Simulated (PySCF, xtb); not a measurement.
CH5ClF2Si2, SMILES FC[Si@](F)([SiH3])Cl.

xtb with GFN2-xTB at its own geometry gives an orbital gap of 4.50 eV and a dipole moment of 0.93 D.

Coordinates come from a B3LYP-D3(BJ)/def2-SVP optimisation. The structure was generated by enumeration; whether it is a known compound was not checked. Other conformers were not sampled.

What does ωB97X/def2-TZVP in PySCF give? (Estimate from the structure and the level; the computed values follow.)

gap 12.25 eV (levels -10.65 and 1.60 eV), dipole 1.28 D.
